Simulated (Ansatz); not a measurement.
Consider the atomization: `C1=C[SiH2]C=C1` → 4 C• + 6 H• + Si•.

Computed with Ansatz on PBE0-D4/def2-TZVP structures; ΔE is electronic, products minus reactants. CCSD(T)/CBS is the MP2 limit (def2-TZVPP, def2-QZVPP) plus CCSD(T) − MP2 in def2-TZVPP, frozen cores. This one scheme is used for every species, atoms too. For atomizations the MP2-based limit and the directly extrapolated one differ by several kJ/mol either way, and by 10 to 25 for some Ge, Se and Sn compounds, so smaller differences from it don't rank the levels. DFT in def2-TZVPP. B3LYP here is the variant with VWN-RPA as its local correlation; programs differ in this. HSE06 is defined as in plane-wave codes. No spin–orbit coupling; open shells (•) take unrestricted orbitals. Spin–orbit coupling would lower the free atoms: a little for C, Si.

```csv
level,ΔE (eV),difference from CCSD(T)/CBS
LDA (SPW92),54.29,6.70
BLYP-D4,47.54,-0.05
r2SCAN-D4,47.85,0.26
B97M-V,47.83,0.24
PBE0-D4,48.09,0.50
B3LYP-D4,47.66,0.07
r2SCANh-D4,47.60,0.01
r2SCAN0-D4,47.24,-0.35
HSE06-D4,48.12,0.53
BHLYP-D4,46.44,-1.15
CAM-B3LYP-D4,47.76,0.17
ωB97X-V,47.71,0.12
ωB97M-V,47.77,0.18
B2PLYP,47.20,-0.39
PBE-QIDH,47.68,0.09
PBE,48.54,0.95
revPBE,46.89,-0.70
BLYP,46.93,-0.66
r2SCAN,47.79,0.20
PBE0,47.86,0.27
r2SCANh,47.53,-0.06
r2SCAN0,47.17,-0.42
HSE06,47.91,0.32
BHLYP,46.11,-1.48
CAM-B3LYP,47.53,-0.06
LC-ωPBE,47.57,-0.02
HF/def2-SVP,36.00,-11.59
MP2/def2-SVP,46.10,-1.49
CCSD/def2-SVP,44.92,-2.67
CCSD(T)/def2-SVP,45.52,-2.07
HF/def2-TZVPP,35.58,-12.01
MP2/def2-TZVPP,47.28,-0.31
SCS-MP2/def2-TZVPP,46.96,-0.63
CCSD/def2-TZVPP,45.67,-1.92
CCSD(T)/def2-TZVPP,46.45,-1.14
HF/def2-QZVPP,35.63,-11.96
MP2/def2-QZVPP,47.95,0.36
SCS-MP2/def2-QZVPP,47.72,0.13
MP2/CBS(def2),48.42,0.83
CCSD/CBS(def2),46.81,-0.78
CCSD(T)/CBS,47.59,0
```

Question: What do rigid-rotor, harmonic-oscillator terms from PBE0-D4/def2-TZVP frequencies (298.15 K, 1 bar) make of the CCSD(T)/CBS value? (An estimate is asked.)

Answer: The calculation gave: ΔZPE = -2.23 eV, ΔH = +45.90 eV, ΔS = 1197 J/(mol·K), ΔG = +42.20 eV. Open shells count their whole term as degenerate.

Largest T1 diagnostic among the species: 0.013.

The D4 term adds +0.44 eV with B3LYP and +0.23 eV with PBE0; it sums over pairs of atoms, weighted by their polarisabilities, and B3LYP, whose exchange is more repulsive, gets the larger term. From r2SCAN to r2SCAN0 (25 % exact exchange), in def2-TZVPP and without D4, ΔE moves by −0.62 eV: exact exchange takes away binding that semilocal exchange gives to molecules.
